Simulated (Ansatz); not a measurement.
Consider the cleavage of the Si–Si bond: `[SiH3][SiH]1[SiH2]S1` + `[OH][SnH3]` → `[SiH3][O][SnH3]` + `[SiH2]1[SiH2]S1`.

Computed with Ansatz on PBE0-D4/def2-TZVP structures; ΔE is electronic, products minus reactants. CCSD(T)/CBS is the MP2 limit (def2-TZVPP, def2-QZVPP) plus CCSD(T) − MP2 in def2-TZVPP, frozen cores. DFT in def2-TZVPP. B3LYP here is the variant with VWN-RPA as its local correlation; programs differ in this. Elements past krypton have def2 core potentials. For Sn outer-core shells are correlated without core-valence functions, which leaves a few kJ/mol of doubt a bond.

`[SiH3][SiH]1[SiH2]S1`:

Cartesian coordinates in Å:
```
Si 0.548 0.390 -1.826
Si 0.121 0.713 0.439
Si -0.908 -0.863 1.672
S 1.223 -0.631 1.733
H 1.930 0.820 -2.167
H -0.417 1.172 -2.646
H 0.392 -1.057 -2.120
H 0.117 2.125 0.904
H -1.391 -2.132 1.079
H -1.615 -0.538 2.933
```

`[OH][SnH3]`:

```xyz
6

O    -0.640    0.472   -1.273
Sn    0.231   -0.307    0.312
H    -0.938    1.374   -1.137
H    -0.892   -0.307    1.602
H     1.600    0.640    0.699
H     0.639   -1.873   -0.203
```

`[SiH3][O][SnH3]`:

Z-matrix (Å, degrees):
```
Si
O 1 1.627
H 1 1.486 2 109.0
H 1 1.492 2 111.4 3 120.0
H 1 1.492 2 111.4 3 -120.0
Sn 2 1.963 1 136.6 3 180.0
H 6 1.699 2 103.7 1 179.7
H 6 1.705 2 106.7 1 59.8
H 6 1.705 2 106.7 1 -60.4
```

`[SiH2]1[SiH2]S1`:

```xyz
7

Si   -1.126   -0.053   -0.033
Si    1.109    0.053   -0.201
S     0.129   -0.003    1.714
H    -1.991    1.136   -0.221
H    -1.876   -1.315   -0.233
H     1.820    1.316   -0.507
H     1.935   -1.134   -0.519
```

| level | ΔE (kJ/mol) | difference from CCSD(T)/CBS |
| --- | --- | --- |
| PBE-D4 | -64.5 | 28.4 |
| r2SCAN-D4 | -85.1 | 7.8 |
| B97M-V | -88.1 | 4.8 |
| B3LYP-D4 | -90.5 | 2.4 |
| B2PLYP | -97.1 | -4.2 |
| r2SCANh | -87.4 | 5.5 |
| r2SCAN0 | -89.9 | 3.0 |
| LC-ωPBE | -86.6 | 6.3 |
| MP2/def2-TZVPP | -98.1 | -5.2 |
| CCSD/def2-TZVPP | -98.2 | -5.3 |
| CCSD(T)/CBS | -92.9 | 0 |

Largest T1 diagnostic among the species: 0.014.

From BLYP to BHLYP (50 % exact exchange), in def2-TZVPP and without D4, ΔE moves by −19.4 kJ/mol. In def2-TZVPP, CCSD(T) changes the Hartree–Fock value by +29.6 kJ/mol (the triples alone add +4.7 kJ/mol) and MP2 by +25.0 kJ/mol. The D4 term adds +3.2 kJ/mol with B3LYP and +1.9 kJ/mol with PBE0; it sums over pairs of atoms, weighted by their polarisabilities, and B3LYP, whose exchange is more repulsive, gets the larger term.
